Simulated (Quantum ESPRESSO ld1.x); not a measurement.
These are the eigenvalues of the occupied orbitals of an atom or ion with whole-number occupations (hartree). Calculated with ld1.x of Quantum ESPRESSO 7.5: scalar-relativistic Kohn-Sham, LDA (Slater exchange, Perdew-Zunger correlation), spin-polarised, spherical densities, point nucleus, Perdew-Zunger self-interaction correction.

1s up: -7.42194
1s down: -7.40910
2s up: -0.26075
2s down: -0.20164
2p up: -0.02767

Which element is it, and in what charge state? The configuration may be excited. Open shells, if any, are filled with parallel spins first.

Answer. Z = 5, boron, charge -1: B- in [He] 2s2 2p2. The list shows which subshells hold electrons but not how many an open one holds; the 1s level, -7.4219 hartree, gives Z - s = 3.9 by -(Z - s)^2/2, which with screening and relativity narrows Z to a few neighbours, and the depths of the outer levels then fix element, charge and occupations together.
